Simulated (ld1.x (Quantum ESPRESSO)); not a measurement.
## In: one change to an ultrasoft potential, before and after

ld1.x (Quantum ESPRESSO) 7.5 input, shortened:

```
&input
   title='In', zed=49., rel=1, dft='PW91', iswitch=3,
   config='[Kr] 4d10 5s2 5p1'
 /
 &inputp
   pseudotype=3, tm=.true., lloc=-1, rcloc=2.10,
   nlcc=.true., new_core_ps=.true., rcore=1.10,
   which_augfun='PSQ', rmatch_augfun=1.65
 /
6
5S  1  0   2.00   0.00  1.90  2.10  0.0
5S  1  0   0.00   1.80  1.90  2.10  0.0
5P  2  1   1.00   0.00  2.55  3.25  0.0
5P  2  1   0.00   0.35  2.55  3.25  0.0
4D  3  2  10.00   0.00  1.65  1.95  0.0
4D  3  2   0.00   0.25  1.65  1.95  0.0
 &test
   configts(1)='4d10 5s2 5p1'
 /
```

All-electron outer shells of the reference configuration (PW91, scalar-relativistic, ld1.x):

```json
{"shell": "4s", "level (eV)": "-119.70", "outermost node (bohr)": "0.41", "outermost maximum (bohr)": "0.77"}
{"shell": "4p", "level (eV)": "-78.17", "outermost node (bohr)": "0.42", "outermost maximum (bohr)": "0.82"}
{"shell": "4d", "level (eV)": "-18.67", "outermost node (bohr)": "0.40", "outermost maximum (bohr)": "0.94"}
{"shell": "5s", "level (eV)": "-8.29", "outermost node (bohr)": "1.02", "outermost maximum (bohr)": "2.16"}
{"shell": "5p", "level (eV)": "-2.56", "outermost node (bohr)": "1.14", "outermost maximum (bohr)": "2.85"}
```

Change: all radii but the core radius scaled by about 1.15 (s 2.42, p 3.74, d 2.24 bohr, rcut 2.20/2.94/1.90); local potential all-electron potential smoothed inside 2.42 bohr (lloc = -1); augmentation PSQ, radius 1.90 bohr.

Cutoffs: the cutoffs (Ry, on a coarse ladder) from which the occupation-weighted sum of valence levels, in a spherical-Bessel basis at the reference potential, stays within 10 and 1 mRy of its value at 400 Ry; they do not see the model core or the augmentation charge, which bear on the density cutoff. Errors are all-electron minus pseudo energies relative to the spin-unpolarised reference configuration.

Question: How do hardness, ghosts and transferability respond?

Answer: The potential gets softer (30 Ry and 50 Ry → 21 Ry and 35 Ry); of the 7 tests that both files solve, the error grows in 6 and shrinks in 0 by more than 15 % and 0.3 meV (median size 2.7 → 6.0 meV); neither file shows a bound ghost. A larger radius leaves more room for a smooth pseudo-wave, so fewer plane waves are needed. More of the atom is replaced by a form fitted at one configuration, so other configurations suffer.

```csv
quantity,base,changed
"cutoff, loose",30 Ry,21 Ry
"cutoff, tight",50 Ry,35 Ry
loose cutoff by channel (10 mRy a level),"s 6 Ry, p 6 Ry, d 25 Ry","s 6 Ry, p 6 Ry, d 18 Ry"
bound ghosts,none,none
"error for 4d10 5s2 5p0, meV [ΔE 5.42 eV]",-1.3,-1.6
"error for 4d10 5s1 5p0, meV [ΔE 24.74 eV]",-7.6,-17
"error for 4d10 5s0 5p0, meV [ΔE 53.16 eV]",-25,-68
"error for 4d10 5s2 5p0.5, meV [ΔE 1.96 eV]",-0.5,-0.5
"error for 4d10 5s1 5p2, meV [ΔE 5.87 eV]",-1.2,-3.1
"error for 4d10 5s1 5p1, meV [ΔE 12.04 eV]",-2.8,-6.0
"error for 4d10 5s0 5p3, meV [ΔE 12.01 eV]",-2.7,-10
lowest overlap eigenvalue by channel,"s 0.46, p 0.55, d 0.15","s 0.45, p 0.61, d 0.08"
```
